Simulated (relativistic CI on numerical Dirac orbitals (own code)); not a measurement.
Ir3+ (5d6) in a crystal field

Calculated by Dirac-Coulomb-Breit CI, KLI orbitals optimised for each configuration, QED by a radiative potential, valence Slater integrals scaled by 0.9, one configuration in a parametric crystal field (own radial code). With so little scaling, terms lie 10 to 35 % too far apart, which can change the order of excited levels.

Field parameters in Wybourne normalisation: Oh B⁴₀ = 21Dq, B⁴₄ = √(5/14) B⁴₀. The field is a parameter set, without covalency.

S is read from ⟨S²⟩ = S(S + 1).

Levels (cm⁻¹, degeneracy): 0 (1), 29563 (2), 30448 (3), 31450 (3), 35487 (1), 36783 (3), 38658 (2), 40137 (3), 41397 (1), 41596 (3), 50690 (3), 51866 (3).

Question: Which field gives this pattern?
A. Oh, 10Dq = 18250 cm⁻¹
B. Oh, 10Dq = 40650 cm⁻¹
C. Oh, 10Dq = 12600 cm⁻¹
D. Oh, 10Dq = 23850 cm⁻¹

Answer: B. Oh, 10Dq = 40650 cm⁻¹, ground level with S = 0.13.
